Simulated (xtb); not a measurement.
Cl2Se, triplet, at a GFN2-xTB geometry (a higher spin typed on purpose: for a closed-shell molecule this is an excited state); GFN1-xTB (xtb).

Here is a job for xtb.
```
$ xtb mol.xyz --gfn 1 --uhf 2 --opt --json

# file mol.xyz
3

Se     0.09038564     0.10880543     0.81783642
Cl     0.97674330     1.18139250    -0.74251873
Cl    -1.15751457    -1.39900335    -0.89315413
```

Output, abridged:

```
   ID    Z sym.   atoms
    1   34 Se     1
    2   17 Cl     2, 3

           -------------------------------------------------
          |                Calculation Setup                |
           -------------------------------------------------

           -------------------------------------------------
          |                 G F N 1 - x T B                 |
           -------------------------------------------------

          ...................................................
          :                      SETUP                      :
          :.................................................:
          :  # basis functions                  30          :
          :  # atomic orbitals                  27          :
          :  # shells                            9          :
          :  # electrons                        20          :
          :  # halogen bonds                     0          :
          :  max. iterations                   250          :
          :  Hamiltonian                  GFN1-xTB          :
          :  restarted?                      false          :
          :  GBSA solvation                  false          :
          :  PC potential                    false          :
          :  electronic temp.          300.0000000     K    :
          :  accuracy                    1.0000000          :
          :  -> integral cutoff          0.2500000E+02      :
          :  -> integral neglect         0.1000000E-07      :
          :  -> SCF convergence          0.1000000E-05 Eh   :
          :  -> wf. convergence          0.2000000E-04 e    :
          :  Broyden damping             0.4000000          :
          :  net charge                          0          :
          :  unpaired electrons                  2          :
          ...................................................

 iter      E             dE          RMSdq      gap      omega  full diag
   1    -11.7442910 -0.117443E+02  0.438E+00    2.21       0.0  T
   2    -11.7311122  0.131789E-01  0.273E+00    1.70       1.0  T
   3    -11.7434876 -0.123754E-01  0.306E+00    1.89       1.0  T
   4    -11.7596667 -0.161791E-01  0.169E+00    1.84       1.0  T
   5    -11.7634237 -0.375704E-02  0.852E-01    1.71       1.0  T
   6    -11.7652193 -0.179550E-02  0.633E-02    1.77       1.0  T
   7    -11.7652272 -0.799097E-05  0.673E-03    1.76       8.6  T
   8    -11.7652272  0.720268E-07  0.782E-03    1.76       7.4  T
[...]
 * total energy  :   -11.7686966 Eh     change       -0.2602654E-02 Eh
 * total energy  :   -11.7730886 Eh     change       -0.4392009E-02 Eh
 * total energy  :   -11.7789316 Eh     change       -0.5843034E-02 Eh
 * total energy  :   -11.7696663 Eh     change        0.9265258E-02 Eh
 * total energy  :   -11.7876315 Eh     change       -0.1796510E-01 Eh
 * total energy  :   -11.7786040 Eh     change        0.9027469E-02 Eh
 * total energy  :   -11.7901804 Eh     change       -0.1157639E-01 Eh
 * total energy  :   -11.7918641 Eh     change       -0.1683685E-02 Eh
 * total energy  :   -11.7929859 Eh     change       -0.1121883E-02 Eh
 * total energy  :   -11.7932130 Eh     change       -0.2270979E-03 Eh
 * total energy  :   -11.7932440 Eh     change       -0.3092052E-04 Eh
 * total energy  :   -11.7932447 Eh     change       -0.7412710E-06 Eh
   *** GEOMETRY OPTIMIZATION CONVERGED AFTER 19 ITERATIONS ***
         :: total energy             -11.793244698723 Eh    ::
[...]
        12                         -0.2191351              -5.9630 (LUMO)
        13                         -0.1033656              -2.8127
        14                         -0.1032830              -2.8105
        15                         -0.0747593              -2.0343
        16                         -0.0639693              -1.7407
        17                         -0.0412318              -1.1220
        18                         -0.0412309              -1.1219
        19                         -0.0402397              -1.0950
        20                         -0.0402282              -1.0947
        21                         -0.0271853              -0.7397
        22                         -0.0191686              -0.5216
       ...                                ...                  ...
        27                          0.1897646               5.1638
      -------------------------------------------------------------
                  HL-Gap            0.1788616 Eh            4.8671 eV
             Fermi-level           -0.3720987 Eh          -10.1253 eV

  Mulliken/CM5 charges         n(s)   n(p)   n(d)
     1Se    0.23318  0.24129   1.996  3.576  0.195
     2Cl   -0.11649 -0.12055   1.972  5.137  0.007
     3Cl   -0.11668 -0.12074   1.972  5.137  0.007

Wiberg/Mayer (AO) data.
largest (>0.10) Wiberg bond orders for each atom

 ---------------------------------------------------------------------------
     #   Z sym  total        # sym  WBO       # sym  WBO       # sym  WBO
 ---------------------------------------------------------------------------
     1  34 Se   2.285 --     2 Cl   1.143     3 Cl   1.143
     2  17 Cl   1.361 --     1 Se   1.143     3 Cl   0.218
     3  17 Cl   1.360 --     1 Se   1.143     2 Cl   0.218
 ---------------------------------------------------------------------------

Topologies differ in total number of bonds
Writing topology from bond orders to xtbtopo.mol

 dipole moment from electron density (au)
     X       Y       Z
  -0.0711  -0.0862   0.2983  total (Debye):    0.810

optimized geometry written to: xtbopt.xyz

           -------------------------------------------------
          | TOTAL ENERGY              -11.793244698723 Eh   |
          | GRADIENT NORM               0.000085937247 Eh/α |
          | HOMO-LUMO GAP               4.867071237832 eV   |
           -------------------------------------------------

normal termination of xtb
```
